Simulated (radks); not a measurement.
Problem. The thulium ion Tm+ is in [Xe] 4f13 6s1. Calculated with a radial shooting solver on a logarithmic mesh with Libxc functionals: scalar-relativistic Kohn-Sham, LDA (Slater exchange, Perdew-Wang correlation), spin-polarised, spherical densities, finite nucleus; Fermi nuclear charge, rms radius of each element as measured or else 0.836 A^(1/3) + 0.57 fm. Open shells are filled with parallel spins first. One electron is removed from 6s, 5s, 5p, 4f in turn, with full relaxation. Which removal costs least, and what does each cost?

Solution. 6s 12.515 eV; 4f 17.598 eV; 5p 39.639 eV; 5s 66.734 eV. The 6s electron leaves first.
